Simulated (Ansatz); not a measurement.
```yaml
crystal:
  periodic: [false, false, false]
  atoms:
    - {symbol: Cd, position_ang: [-0.889078, 0.990935, 1.820734]}
    - {symbol: Cd, position_ang: [-1.424017, 1.587674, -1.256472]}
    - {symbol: Cd, position_ang: [1.049718, -1.000256, -2.052195]}
    - {symbol: Cd, position_ang: [0.893698, -1.410075, 1.205535]}
    - {symbol: S, position_ang: [-2.052069, 2.377220, 0.643564]}
    - {symbol: S, position_ang: [-0.132179, 0.831652, -3.301688]}
    - {symbol: S, position_ang: [2.073527, -2.631395, -1.015926]}
    - {symbol: S, position_ang: [0.250764, -0.661799, 3.205249]}
basis:
  gaussian: {orbitals: def2-mTZVPP}
total_charge: -1
magnetization: {spin_polarized: true, initial_magnetization: 1}
hamiltonian: {xc: {name: BLYP}}
scf: {omitted_lower_state_checks: [starts]}
output: {forces: true}
```

```sh
$ ansatz run in.yaml --threads 4 --pin off --events-out ev --progress --plain --max-ram 4787MiB
```

Output, abridged:

```
Functional definition: BLYP
2468 factors; their error is unknown
mean field evaluation 1: about -61593.1365 eV, gradient 4.9e1 eV
mean field evaluation 2: about -61470.6020 eV, gradient 1.4e2 eV
mean field evaluation 4: about -61600.4853 eV, gradient 2.3e1 eV
mean field evaluation 8: about -61605.0748 eV, gradient 1.2e0 eV
mean field evaluation 16: about -61605.0393 eV, gradient 6.5e-3 eV
mean field -61605.03934619 eV, -2263.9434385770 hartree, gradient 1.2e-5 eV, S^2 0.751286; 0 other end points of the search recorded, 0 dependent functions left out
reference -61605.03974848 eV, -2263.9434533610 hartree; 73, 72 occupied and 167, 168 virtual orbitals, 2468 factors
Total energy: -61605.03974848 eV, -2263.9434533610 hartree
Atom 0 at    -0.889078     0.990935     1.820734 Å, force     2.138967    -2.653757     2.312003 eV/Å
Atom 1 at    -1.424017     1.587674    -1.256472 Å, force     2.019071    -1.907941    -4.538320 eV/Å
Atom 2 at     1.049718    -1.000256    -2.052195 Å, force    -1.659700     2.545319    -1.575620 eV/Å
Atom 3 at     0.893698    -1.410075     1.205535 Å, force     1.155796    -1.311180    -3.463744 eV/Å
Atom 4 at    -2.052069     2.377220     0.643564 Å, force    -3.739284     4.446565     1.542755 eV/Å
Atom 5 at    -0.132179     0.831652    -3.301688 Å, force    -0.358939    -0.007518     0.723559 eV/Å
Atom 6 at     2.073527    -2.631395    -1.015926 Å, force     1.274759    -2.090629     1.825941 eV/Å
Atom 7 at     0.250764    -0.661799     3.205249 Å, force    -0.830670     0.979140     3.173425 eV/Å
Dipole moment:    -0.519748     0.521796     0.261105 e Å
Checks for a lower state left out: starts
```

Hardware: 4 threads of Arm Neoverse V2 on a shared host. Wall time 12 s, peak host memory 0.6 GiB.

In the def2 sets Cd takes a core potential; there is no spin–orbit coupling. The highest occupied level of an anion often lies above zero with these methods, and sets without diffuse functions describe the outer electron poorly.

The dipole of an ion depends on the origin.
